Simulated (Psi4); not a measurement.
C4H7O2 (SMILES [CH]1COCCO1), doublet, geometry from GFN2-xTB; SVWN/def2-SV(P) (Psi4).

Psi4 was given this input:
```
memory 2 GB

molecule mol {
0 2
  C     0.598971    1.248852    0.159554
  C     1.405710    0.041866   -0.185602
  O     0.639988   -1.019552   -0.716139
  C    -0.523151   -1.232034    0.047155
  C    -1.391767    0.026453    0.034788
  O    -0.697467    1.124086    0.588269
  H     1.089598    2.094332    0.609084
  H     1.949972   -0.325399    0.714428
  H     2.155987    0.288091   -0.943102
  H    -1.050013   -2.068484   -0.413407
  H    -0.259348   -1.488253    1.084960
  H    -1.672729    0.255791   -1.002563
  H    -2.292214   -0.103174    0.638182
}

set basis def2-sv(p)
set reference uks
set dft_radial_scheme mura

energy('svwn')
print_variables()
```

What the program printed (banner, timings and long lists left out):

```
   => Loading Basis Set <=

    Name: DEF2-SV(P)
    Role: ORBITAL
    Keyword: BASIS

         ---------------------------------------------------------
                                   SCF
               by Justin Turney, Rob Parrish, Andy Simmonett
                          and Daniel G. A. Smith
                              UKS Reference
         ---------------------------------------------------------

  ==> Geometry <==

    Molecular point group: c1
    Full point group: C1

    Geometry (in Angstrom), charge = 0, multiplicity = 2:

       Center              X                  Y                   Z               Mass
    ------------   -----------------  -----------------  -----------------  -----------------
         C            0.598070069894     1.233503325106     0.167384093379    12.000000000000
         C            1.404809069894     0.026517325106    -0.177771906621    12.000000000000
         O            0.639087069894    -1.034900674894    -0.708308906621    15.994914619570
         C           -0.524051930106    -1.247382674894     0.054985093379    12.000000000000
         C           -1.392667930106     0.011104325106     0.042618093379    12.000000000000
         O           -0.698367930106     1.108737325106     0.596099093379    15.994914619570
         H            1.088697069894     2.078983325106     0.616914093379     1.007825032230
         H            1.949071069894    -0.340747674894     0.722258093379     1.007825032230
         H            2.155086069894     0.272742325106    -0.935271906621     1.007825032230
         H           -1.050913930106    -2.083832674894    -0.405576906621     1.007825032230
         H           -0.260248930106    -1.503601674894     1.092790093379     1.007825032230
         H           -1.673629930106     0.240442325106    -0.994732906621     1.007825032230
         H           -2.293114930106    -0.118522674894     0.646012093379     1.007825032230

  Running in c1 symmetry.

  Rotational constants: A =      0.17923  B =      0.15831  C =      0.09193 [cm^-1]
  Rotational constants: A =   5373.28574  B =   4746.03627  C =   2756.07619 [MHz]
  Nuclear repulsion =  253.783434145117297

  Charge       = 0
  Multiplicity = 2
  Electrons    = 47
  Nalpha       = 24
  Nbeta        = 23

  ==> Algorithm <==

  SCF Algorithm Type is DF.
  DIIS enabled.
  MOM disabled.
  Fractional occupation disabled.
  Guess Type is SAD.
  Energy threshold   = 1.00e-06
  Density threshold  = 1.00e-06
  Integral threshold = 1.00e-12

  ==> Primary Basis <==

  Basis Set: DEF2-SV(P)
    Blend: DEF2-SV(P)
    Number of shells: 50
    Number of basis functions: 98
    Number of Cartesian functions: 104
    Spherical Harmonics?: true
    Max angular momentum: 2

  ==> DFT Potential <==

   => LibXC <=

    Version 7.1.2
    S. Lehtola, C. Steigemann, M. J. T. Oliveira, and M. A. L. Marques,  SoftwareX 7, 1–5 (2018) (10.1016/j.softx.2017.11.002)

   => Composite Functional: SVWN <=

    Slater exchange
    Vosko, Wilk & Nusair (VWN5_RPA)
    P. A. M. Dirac,  Math. Proc. Cambridge Philos. Soc. 26, 376 (1930) (10.1017/S0305004100016108)
    F. Bloch,  Z. Phys. 57, 545 (1929) (10.1007/BF01340281)
    S. H. Vosko, L. Wilk, and M. Nusair,  Can. J. Phys. 58, 1200 (1980) (10.1139/p80-159)

    Deriv               =              1
    GGA                 =          FALSE
    Meta                =          FALSE

    Exchange Hybrid     =          FALSE
    MP2 Hybrid          =          FALSE

   => Exchange Functionals <=

    1.0000         XC_LDA_X

   => Correlation Functionals <=

    1.0000   XC_LDA_C_VWN_RPA

   => LibXC Density Thresholds  <==

    XC_LDA_C_VWN_RPA:  1.00E-15
    XC_LDA_X:  1.00E-15

   => Molecular Quadrature <=

    Radial Scheme          =           MURA
    Pruning Scheme         =           NONE
    Nuclear Scheme         =       TREUTLER

    Blocking Scheme        =         OCTREE
    BS radius alpha        =              1
    Pruning alpha          =              1
    Radial Points          =             75
    Spherical Points       =            302
    Total Points           =         279048
    Total Blocks           =           2083
    Max Points             =            256
    Max Functions          =             97
    Weights Tolerance      =       1.00E-15

   => Loading Basis Set <=

    Name: (DEF2-SV(P) AUX)
    Role: JKFIT
    Keyword: DF_BASIS_SCF

  ==> Integral Setup <==

  SCF_SUBTYPE=INCORE selected. In-core MEM_DF algorithm will be used.
  Using in-core AOs.

  ==> MemDFJK: Density-Fitted J/K Matrices <==

    J tasked:                   Yes
    K tasked:                    No
    wK tasked:                   No
    Algorithm:                 Core
    Schwarz Cutoff:           1E-12
    Mask sparsity (%):       0.1874
    Fitting Condition:        1E-10

   => Auxiliary Basis Set <=

  Basis Set: (DEF2-SV(P) AUX)
    Blend: DEF2-UNIVERSAL-JKFIT
    Number of shells: 192
    Number of basis functions: 580
    Number of Cartesian functions: 682
    Spherical Harmonics?: true
    Max angular momentum: 4

  Minimum eigenvalue in the overlap matrix is 2.3046849316E-03.
  Reciprocal condition number of the overlap matrix is 3.6980453345E-04.
    Using symmetric orthogonalization.

  ==> Pre-Iterations <==

  SCF Guess: Superposition of Atomic Densities via on-the-fly atomic UHF (no occupation information).

   -------------------------
    Irrep   Nso     Nmo
   -------------------------
     A         98      98
   -------------------------
    Total      98      98
   -------------------------

  ==> Iterations <==

                           Total Energy        Delta E     RMS |[F,P]|

   @DF-UKS iter SAD:  -304.95125364651449   -3.04951e+02   0.00000e+00
   @DF-UKS iter   1:  -304.73682994232252    2.14424e-01   8.89262e-03 ADIIS/DIIS
   @DF-UKS iter   2:  -304.36444373041195    3.72386e-01   1.23193e-02 ADIIS/DIIS
   @DF-UKS iter   3:  -305.14486590971450   -7.80422e-01   1.45167e-03 ADIIS/DIIS
   @DF-UKS iter   4:  -305.15056740997704   -5.70150e-03   9.25584e-04 ADIIS/DIIS
   @DF-UKS iter   5:  -305.15352152673995   -2.95412e-03   2.19628e-04 ADIIS/DIIS
   @DF-UKS iter   6:  -305.15369648045396   -1.74954e-04   3.27747e-05 DIIS
   @DF-UKS iter   7:  -305.15369815397656   -1.67352e-06   2.79824e-05 DIIS
   @DF-UKS iter   8:  -305.15370102670829   -2.87273e-06   3.76324e-06 DIIS
   @DF-UKS iter   9:  -305.15370107489986   -4.81916e-08   2.35934e-06 DIIS
   @DF-UKS iter  10:  -305.15370110140589   -2.65060e-08   2.86830e-07 DIIS
  Energy and wave function converged.

  ==> Post-Iterations <==

   Electrons on quadrature grid:
      Nalpha   =   23.9999757473 ; deviation = -2.425e-05
      Nbeta    =   22.9999854749 ; deviation = -1.453e-05
      Ntotal   =   46.9999612222 ; deviation = -3.878e-05

   @Spin Contamination Metric:   1.483528518E-03
   @S^2 Expected:                7.500000000E-01
   @S^2 Observed:                7.514835285E-01
   @S   Expected:                5.000000000E-01
   @S   Observed:                5.000000000E-01

    Orbital Energies [Eh]
    ---------------------

    Alpha Occupied:

[...]
    Alpha Virtual:

[...]
    Beta Occupied:

[...]
    Beta Virtual:

[...]
    Final Occupation by Irrep:
              A
    DOCC [    23 ]
    SOCC [     1 ]
    NA   [    24 ]
    NB   [    23 ]

  @DF-UKS Final Energy:  -305.15370110140589

   => Energetics <=

    Nuclear Repulsion Energy =            253.7834341451172975
    One-Electron Energy =                -919.6432707605920314
    Two-Electron Energy =                 400.5090829522919194
    DFT Exchange-Correlation Energy =     -39.8029474382231072
    Empirical Dispersion Energy =           0.0000000000000000
    VV10 Nonlocal Energy =                  0.0000000000000000
    Total Energy =                       -305.1537011014058862

  UHF NO Occupations:
  HONO-2 :   22  A 1.9998426
  HONO-1 :   23  A 1.9996737
  HONO-0 :   24  A 1.0000000
  LUNO+0 :   25  A 0.0003263
  LUNO+1 :   26  A 0.0001574
  LUNO+2 :   27  A 0.0001282
  LUNO+3 :   28  A 0.0000742

Computation Completed

Properties will be evaluated at   0.000000,   0.000000,   0.000000 [a0]

Properties computed using the SCF density matrix

 Multipole Moments:

 ------------------------------------------------------------------------------------
     Multipole            Electronic (a.u.)      Nuclear  (a.u.)        Total (a.u.)
 ------------------------------------------------------------------------------------

 L = 1.  Multiply by 2.5417464519 to convert [e a0] to [Debye]
 Dipole X            :         -0.0514671           -0.0800199           -0.1314871
 Dipole Y            :          1.1270647           -1.3632290           -0.2361643
 Dipole Z            :         -0.4483344            0.6954313            0.2470969
 Magnitude           :                                                    0.3662230

 ------------------------------------------------------------------------------------

  Variable Map:
  ----------------------------------------------------------------------------
[...]
  Array Variable Map:
  ----------------------------------------------------------------------------
[...]
[...]
```
